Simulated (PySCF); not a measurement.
Two-component Hartree-Fock for Cs(36+) (caesium, charge +36)

Start: [Ar] 3d1; 3d3/2 filled at m_j = +3/2. Calculated with PySCF 2.14 in an even-tempered Gaussian basis (16 s from 7 bohr⁻², ratio 2.8; 12 p from 9 bohr⁻², ratio 2.8; 8 d from 9 bohr⁻², ratio 2.8; 3 f from 27 bohr⁻², ratio 3): generalised Hartree-Fock with the X2C-1e Hamiltonian and a Gaussian nucleus; one run each with spin-orbit coupling (SO) switched off, then screened by Boettger's factors.

| spinor shell | electrons | ε, spin-free (eV) | ε, screened SO (eV) | weight of nominal j (screened SO) | rms radius, screened SO (bohr) |
| --- | --- | --- | --- | --- | --- |
| 1s1/2 | 2 | -38089.9 | -38085.3 | 1.000 | 0.0298 |
| 2s1/2 | 2 | -7649.3 | -7647.6 | 1.000 | 0.120 |
| 2p1/2 | 2 | -7058.6 | -7310.3 | 1.000 | 0.103 |
| 2p3/2 | 4 | -7058.6 | -6945.2 | 1.000 | 0.108 |
| 3s1/2 | 2 | -2819.4 | -2818.8 | 1.000 | 0.297 |
| 3p1/2 | 2 | -2622.4 | -2684.9 | 0.999 | 0.286 |
| 3p3/2 | 4 | -2622.4 | -2593.9 | 1.000 | 0.296 |
| 3d3/2 | 1 | -2413.4 | -2424.5 | 1.000 | 0.256 |

| quantity | spin-free | screened SO |
| --- | --- | --- |
| E (hartree) | -6773.81040 | -6776.92206 |
| M_J | 3/2 | 3/2 |
| ⟨J²⟩ | 3.973 | 3.750 |
| ⟨L²⟩ | 6.001 | 6.016 |
| ⟨S²⟩ | 0.750 | 0.766 |

Each row is a mean over spinors that exchange with the open shell spreads, by up to 17.596 eV (3p1/2).

Breit and QED terms are absent; they matter most for the inner s and p1/2 levels.

Densities and radii are taken from the X2C orbitals without a picture-change correction, which distorts them close to the nucleus.

Without spin-orbit coupling the j labels of p, d and f shells carry no meaning; the spin-free column gives the mean over the occupied spinors of each nl shell, and its ⟨J²⟩ belongs to a mixture of degenerate components.
